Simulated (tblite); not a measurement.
Parent: `[CH2:1]=[CH:2][c:3]1[n:4][c:5]([O:6][SiH3:7])[n:8][o:9]1` with C1–C2–C3–N4 0°, N4–C5–O6–Si7 0°, C4H6N2O2Si.

Structures optimised with GFN2-xTB, isolated species. One conformer each, not checked by frequencies here.

| coordinate of the parent | value |
| --- | --- |
| C1=C2 | 1.328 Å |
| C2–C3 | 1.441 Å |
| C3–N4 | 1.305 Å |
| N4–C5 | 1.362 Å |
| C5–O6 | 1.298 Å |
| O6–Si7 | 1.653 Å |
| C5–N8 | 1.309 Å |
| N8–O9 | 1.360 Å |
| C3–O9 | 1.339 Å |
| C1–C2–C3 | 122.4° |
| C2–C3–N4 | 128.5° |
| C2–C3–O9 | 119.6° |
| N4–C3–O9 | 111.9° |
| C3–N4–C5 | 102.9° |
| N4–C5–O6 | 122.9° |
| N4–C5–N8 | 113.3° |
| O6–C5–N8 | 123.7° |
| C5–O6–Si7 | 124.8° |
| C5–N8–O9 | 104.5° |
| C3–O9–N8 | 107.3° |

Question: How does the shared frame change in `[CH2:1]=[CH:2][CH2:3][c:4]1[n:5][c:6]([O:7][SiH3:8])[n:9][o:10]1` with C1–C2–C3–C4 116°, C2–C3–C4–N5 86°, N5–C6–O7–Si8 0°, C5H8N2O2Si? Atoms pair as C1 = C2, C2 = C3, C3 = C4, N4 = N5, C5 = C6, O6 = O7, Si7 = Si8, N8 = N9, O9 = O10 (parent first).

Answer: 
```json
{"parent": "C1=C2", "relative": "C2–C3", "value in the relative": "1.506 Å", "change": "+0.178"}
{"parent": "C2–C3", "relative": "C3–C4", "value in the relative": "1.482 Å", "change": "+0.041"}
{"parent": "C3–N4", "relative": "C4–N5", "value in the relative": "1.297 Å", "change": "-0.008"}
{"parent": "N4–C5", "relative": "N5–C6", "value in the relative": "1.368 Å", "change": "+0.006"}
{"parent": "C5–O6", "relative": "C6–O7", "value in the relative": "1.298 Å", "change": "0.000"}
{"parent": "O6–Si7", "relative": "O7–Si8", "value in the relative": "1.654 Å", "change": "+0.001"}
{"parent": "C5–N8", "relative": "C6–N9", "value in the relative": "1.306 Å", "change": "-0.003"}
{"parent": "N8–O9", "relative": "N9–O10", "value in the relative": "1.366 Å", "change": "+0.006"}
{"parent": "C3–O9", "relative": "C4–O10", "value in the relative": "1.333 Å", "change": "-0.006"}
{"parent": "C1–C2–C3", "relative": "C2–C3–C4", "value in the relative": "108.9°", "change": "-13.5"}
{"parent": "C2–C3–N4", "relative": "C3–C4–N5", "value in the relative": "127.6°", "change": "-0.9"}
{"parent": "C2–C3–O9", "relative": "C3–C4–O10", "value in the relative": "120.0°", "change": "+0.4"}
{"parent": "N4–C3–O9", "relative": "N5–C4–O10", "value in the relative": "112.3°", "change": "+0.4"}
{"parent": "C3–N4–C5", "relative": "C4–N5–C6", "value in the relative": "102.9°", "change": "0.0"}
{"parent": "N4–C5–O6", "relative": "N5–C6–O7", "value in the relative": "122.6°", "change": "-0.3"}
{"parent": "N4–C5–N8", "relative": "N5–C6–N9", "value in the relative": "113.2°", "change": "-0.1"}
{"parent": "O6–C5–N8", "relative": "O7–C6–N9", "value in the relative": "124.2°", "change": "+0.5"}
{"parent": "C5–O6–Si7", "relative": "C6–O7–Si8", "value in the relative": "124.2°", "change": "-0.6"}
{"parent": "C5–N8–O9", "relative": "C6–N9–O10", "value in the relative": "104.4°", "change": "-0.1"}
{"parent": "C3–O9–N8", "relative": "C4–O10–N9", "value in the relative": "107.2°", "change": "-0.1"}
```

Of the parent's bonds, C1–C2 changes most (+0.178 Å). Bonds of the relative outside the shared frame: C1=C2 1.318 Å. Point group Cs → C1.

Question: How does the shared frame change in `[CH3:1][CH2:2][c:3]1[n:4][c:5]([O:6][SiH3:7])[n:8][o:9]1` with C1–C2–C3–N4 -103°, N4–C5–O6–Si7 0°, C4H8N2O2Si? Atoms pair as C1 = C1, C2 = C2, C3 = C3, N4 = N4, C5 = C5, O6 = O6, Si7 = Si7, N8 = N8, O9 = O9 (parent first).

Answer: 
```tsv
parent	relative	value in the relative	change
C1=C2	C1–C2	1.531 Å	+0.203
C2–C3	C2–C3	1.481 Å	+0.040
C3–N4	C3–N4	1.297 Å	-0.008
N4–C5	N4–C5	1.368 Å	+0.006
C5–O6	C5–O6	1.299 Å	+0.001
O6–Si7	O6–Si7	1.653 Å	0.000
C5–N8	C5–N8	1.306 Å	-0.003
N8–O9	N8–O9	1.365 Å	+0.005
C3–O9	C3–O9	1.334 Å	-0.005
C1–C2–C3	C1–C2–C3	110.3°	-12.1
C2–C3–N4	C2–C3–N4	127.7°	-0.8
C2–C3–O9	C2–C3–O9	120.0°	+0.4
N4–C3–O9	N4–C3–O9	112.2°	+0.3
C3–N4–C5	C3–N4–C5	102.9°	0.0
N4–C5–O6	N4–C5–O6	122.9°	0.0
N4–C5–N8	N4–C5–N8	113.2°	-0.1
O6–C5–N8	O6–C5–N8	123.9°	+0.2
C5–O6–Si7	C5–O6–Si7	125.0°	+0.2
C5–N8–O9	C5–N8–O9	104.4°	-0.1
C3–O9–N8	C3–O9–N8	107.2°	-0.1
```

Of the parent's bonds, C1–C2 changes most (+0.203 Å). Point group Cs → C1.

The numbers are calculated, not measured.
